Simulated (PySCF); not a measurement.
C₂H₁₀GeSi, CH₄GeOSi, B₂ClGeH₄ (calculated)

All values are calculated (PySCF 2.14.0). Calculation on a computer-drawn molecule: optimised geometry and harmonic frequencies of an isolated molecule of the commonest isotopes, restricted reference for singlets and unrestricted otherwise, frozen core in MP2; on germanium a core potential holds 10 electrons, which the energies leave out, and 3d is frozen in MP2 and coupled-cluster steps.

Common to all runs: charge 0; method HF; basis cc-pV(D+d)Z; basis and core potential on germanium cc-pVDZ-PP ECP10MDF.

```yaml
- entry: 1
  formula: C2H10GeSi
  start_structure:
    atoms_angstrom:
      - [C, -1.3666, 0.6797, 0.9269]
      - [Si, 0.2952, -0.2765, 0.8561]
      - [C, 0.2474, -1.7645, 2.0529]
      - [Ge, 0.5832, -1.0255, -1.3538]
      - [H, -1.3063, 1.5809, 0.3073]
      - [H, -1.5257, 1.1558, 1.9362]
      - [H, -2.1636, 0.086, 0.715]
      - [H, 1.3457, 0.6932, 1.2147]
      - [H, 1.1829, -2.3126, 1.9795]
      - [H, 0.099, -1.4341, 3.0596]
      - [H, -0.5901, -2.4268, 1.7965]
      - [H, 1.8123, -0.5098, -2.0838]
      - [H, -0.5142, -0.6761, -2.3009]
      - [H, 0.6085, -2.4407, -1.532]
  given:
    multiplicity: 1
    drawn_bonds_atom: [1, 2, 2, 1, 1, 1, 2, 3, 3, 3, 4, 4, 4]
    drawn_bonds_other_atom: [2, 3, 4, 5, 6, 7, 8, 9, 10, 11, 12, 13, 14]
    drawn_bonds_order: [1, 1, 1, 1, 1, 1, 1, 1, 1, 1, 1, 1, 1]
  results:
    optimised_atom_element: [C, Si, C, Ge, H, H, H, H, H, H, H, H, H, H]
    "optimised_atom_x [angstrom]": [-1.491, 0.2142, 0.4132, 0.5633, -1.605, -1.644, -2.283, 1.252, 1.409, 0.2737, -0.3219, 1.958, 0.4385, -0.4702]
    "optimised_atom_y [angstrom]": [0.5698, -0.2221, -1.642, -1.007, 1.406, 0.9514, -0.1544, 0.806, -2.087, -1.288, -2.43, -1.631, 0.1362, -2.08]
    "optimised_atom_z [angstrom]": [0.9776, 0.8175, 2.044, -1.434, 0.283, 1.991, 0.7668, 1.096, 1.975, 3.069, 1.857, -1.601, -2.453, -1.816]
    "modes_frequency [cm^-1]": [86.15, 134.8, 157.8, 174.1, 187.3, 221.2, 352.9, 479.2, 491.2, 662.8, 672.6, 737.3, 747.0, 813.0, 876.7, 923.8, 961.3, 966.1, 969.3, 978.5, 1389, 1395, 1550, 1552, 1558, 1562, 2186, 2191, 2205, 2272, 3164, 3164, 3243, 3244, 3250, 3250]
    "modes_reduced_mass [dalton]": [1.047, 2.904, 1.938, 1.023, 1.238, 2.4, 4.931, 1.151, 1.095, 1.066, 3.079, 2.544, 1.159, 1.486, 1.099, 1.389, 1.089, 1.253, 1.047, 1.125, 1.255, 1.235, 1.053, 1.052, 1.048, 1.048, 1.023, 1.023, 1.013, 1.04, 1.036, 1.035, 1.102, 1.101, 1.102, 1.102]
    "rotational_constants [GHz]": [5.011, 1.705, 1.395]
    "total_energy [hartree]": -663.8897
    "convergence_status_largest_gradient_component [hartree/bohr]": 2.568e-05
- entry: 2
  formula: CH4GeOSi
  start_structure:
    atoms_angstrom:
      - [C, 1.2085, 1.4631, -0.4903]
      - [Si, 0.6326, -0.0655, 0.5041]
      - [Ge, -1.3216, 0.981, 1.63]
      - [O, -2.5049, 0.5963, 0.5809]
      - [H, 0.3922, 1.8618, -1.0362]
      - [H, 1.6437, 2.277, 0.1637]
      - [H, 1.9528, 1.2212, -1.2553]
      - [H, -1.7447, 1.8089, 3.0054]
  given:
    multiplicity: 1
    drawn_bonds_atom: [1, 2, 3, 1, 1, 1, 3]
    drawn_bonds_other_atom: [2, 3, 4, 5, 6, 7, 8]
    drawn_bonds_order: [1, 1, 2, 1, 1, 1, 1]
  results:
    optimised_atom_element: [C, Si, Ge, O, H, H, H, H]
    "optimised_atom_x [angstrom]": [1.194, 0.7545, -1.361, -2.694, 0.3724, 1.348, 2.101, -1.456]
    "optimised_atom_y [angstrom]": [1.453, 0.0008739, 0.9631, 0.9373, 1.637, 2.384, 1.239, 1.529]
    "optimised_atom_z [angstrom]": [-0.4801, 0.6768, 1.519, 0.5834, -1.183, 0.07788, -1.049, 2.957]
    "modes_frequency [cm^-1]": [35.64, 106.9, 127.8, 166.5, 322.4, 444.0, 630.9, 672.6, 774.6, 868.3, 1030, 1368, 1531, 1552, 2131, 3144, 3217, 3256]
    "modes_reduced_mass [dalton]": [4.632, 2.286, 1.596, 3.206, 9.699, 1.275, 1.161, 4.748, 1.087, 1.251, 17.92, 1.213, 1.053, 1.059, 1.021, 1.036, 1.097, 1.102]
    "rotational_constants [GHz]": [7.898, 1.933, 1.768]
    "total_energy [hartree]": -697.2749
    "convergence_status_largest_gradient_component [hartree/bohr]": 1.479e-05
- entry: 3
  formula: B2ClGeH4
  start_structure:
    atoms_angstrom:
      - [Cl, -0.5836, -0.2609, 2.8912]
      - [B, 0.9108, -0.8119, 2.2169]
      - [B, 1.0377, -2.2272, 1.4351]
      - [Ge, 2.1641, -2.1935, -0.1863]
      - [H, 1.7298, 0.0325, 2.2717]
      - [H, 0.5482, -3.2393, 1.5928]
      - [H, 1.9364, -3.0135, -1.4788]
      - [H, 2.8669, -1.0504, -0.8786]
  given:
    multiplicity: 2
    drawn_bonds_atom: [1, 2, 3, 2, 3, 4, 4]
    drawn_bonds_other_atom: [2, 3, 4, 5, 6, 7, 8]
    drawn_bonds_order: [1, 1, 1, 1, 1, 1, 1]
  results:
    optimised_atom_element: [Cl, B, B, Ge, H, H, H, H]
    "optimised_atom_x [angstrom]": [-0.5295, 0.9416, 1.132, 1.909, 1.746, 0.7981, 2.165, 2.447]
    "optimised_atom_y [angstrom]": [0.1685, -0.8187, -2.173, -2.087, -0.4584, -3.263, -3.315, -0.8174]
    "optimised_atom_z [angstrom]": [2.246, 2.35, 1.356, -0.4869, 3.16, 1.731, -1.353, -1.139]
    "modes_frequency [cm^-1]": [37.33, 113.6, 171.5, 200.7, 337.1, 479.7, 558.4, 699.3, 775.4, 821.8, 915.1, 955.3, 1040, 1187, 2248, 2253, 2712, 2736]
    "modes_reduced_mass [dalton]": [4.02, 1.532, 1.45, 1.891, 1.743, 1.313, 2.674, 1.917, 1.671, 2.164, 1.532, 1.117, 1.395, 2.264, 1.024, 1.017, 1.09, 1.094]
    "rotational_constants [GHz]": [12.65, 1.03, 0.9873]
    "total_energy [hartree]": -804.5611
    spin_squared: 0.7608
    "convergence_status_largest_gradient_component [hartree/bohr]": 8.842e-06
```
